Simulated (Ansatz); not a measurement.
Calculated with Ansatz (gas phase, PBE0-D4/def2-TZVP geometries, no zero-point term in ΔE). CCSD(T)/CBS is the MP2 limit (def2-TZVPP, def2-QZVPP) plus CCSD(T) − MP2 in def2-TZVPP, frozen cores. DFT in def2-TZVPP. B3LYP here is the variant with VWN-RPA as its local correlation; programs differ in this. For Br outer-core shells are correlated without core-valence functions, which leaves a few kJ/mol of doubt a bond. Scalar relativity is left out up to krypton. Each species was taken in one conformer, which may not be the lowest.

Consider the ligand exchange at the Al–Br bond: `[CH3][AlH][Br]` + `O[SiH2][SiH3]` → `[CH3][AlH][O][SiH2][SiH3]` + HBr.

`[CH3][AlH][Br]`:

```xyz
7

C     0.468    0.795   -0.238
Al   -0.390   -0.822    0.400
Br   -1.956   -1.832   -0.889
H     0.301    1.618    0.464
H     0.106    1.103   -1.220
H     1.552    0.654   -0.301
H    -0.081   -1.516    1.784
```

`O[SiH2][SiH3]`:

Cartesian coordinates in Å:
```
O 1.755 0.939 0.575
Si 0.660 -0.292 0.729
Si -1.211 -0.004 -0.659
H 2.125 1.097 -0.295
H 1.282 -1.612 0.416
H 0.258 -0.287 2.157
H -2.133 -1.165 -0.518
H -0.783 0.082 -2.084
H -1.952 1.241 -0.320
```

`[CH3][AlH][O][SiH2][SiH3]`:

```xyz
14

C     1.184    0.392   -1.983
Al    1.605   -1.069   -0.773
O     0.682   -1.244    0.636
Si   -0.498   -0.845    1.685
Si   -1.710    1.021    0.933
H     1.840    0.412   -2.857
H     0.152    0.321   -2.340
H     1.271    1.358   -1.476
H     2.754   -2.134   -0.985
H    -1.430   -1.995    1.859
H     0.093   -0.538    3.019
H    -0.817    2.203    0.774
H    -2.338    0.744   -0.390
H    -2.788    1.375    1.897
```

HBr:

Cartesian coordinates in Å:
```
Br 0.629 -0.179 -0.277
H -0.629 0.179 0.277
```

| level | ΔE (kJ/mol) |
| --- | --- |
| PBE-D4 | 8.5 |
| PBE0-D4 | 10.0 |
| ωB97X-V | 4.2 |
| B3LYP | 5.4 |
| CCSD/def2-TZVPP | 0.8 |
| SCS-MP2/def2-QZVPP | 2.5 |
| MP2/CBS(def2) | 7.9 |
| CCSD/CBS(def2) | 5.2 |

What does CCSD(T)/CBS give? (Best estimate.)

Ansatz gave: +4.8 kJ/mol. The listed levels differ from it by 3.7, 5.2, -0.6, 0.6, -4.0, -2.3, 3.1, 0.4 kJ/mol.

Largest T1 diagnostic among the species: 0.012.

The D4 term adds −8.0 kJ/mol with B3LYP and −5.1 kJ/mol with PBE0; it sums over pairs of atoms, weighted by their polarisabilities, and B3LYP, whose exchange is more repulsive, gets the larger term. In def2-TZVPP, CCSD(T) changes the Hartree–Fock value by −9.1 kJ/mol (the triples alone add −0.4 kJ/mol) and MP2 by −6.0 kJ/mol.
